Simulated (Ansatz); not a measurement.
```yaml
crystal:
  periodic: [false, false, false]
  atoms:
    - {symbol: F, position_ang: [2.586854, -1.849686, -0.229097]}
    - {symbol: Sn, position_ang: [1.113585, -0.847667, -0.827515]}
    - {symbol: F, position_ang: [1.749796, 0.497263, -1.984330]}
    - {symbol: F, position_ang: [0.001993, -1.987313, -1.835909]}
    - {symbol: O, position_ang: [0.197798, -0.114332, 0.665858]}
    - {symbol: Si, position_ang: [-1.107673, 0.853933, 0.973790]}
    - {symbol: H, position_ang: [-2.339433, 0.234690, 0.422676]}
    - {symbol: H, position_ang: [-0.908365, 2.187027, 0.351445]}
    - {symbol: H, position_ang: [-1.206055, 0.979788, 2.445982]}
basis:
  gaussian: {orbitals: def2-mTZVP}
magnetization: {spin_polarized: true, initial_magnetization: 1}
hamiltonian: {xc: {name: r2SCAN0}}
accuracy: high
output: {forces: true}
```

```sh
$ ansatz run in.yaml --threads 8 --pin off --events-out ev --progress --plain --max-ram 18278MiB
```

It prints (some lines left out):

```
Error: a molecule whose nuclei and cores have a total charge of 74 cannot have a net charge of 0 together with 1 unpaired electrons
```

In this input the number of unpaired electrons doesn't fit the electron count. The input was rejected before any iteration.
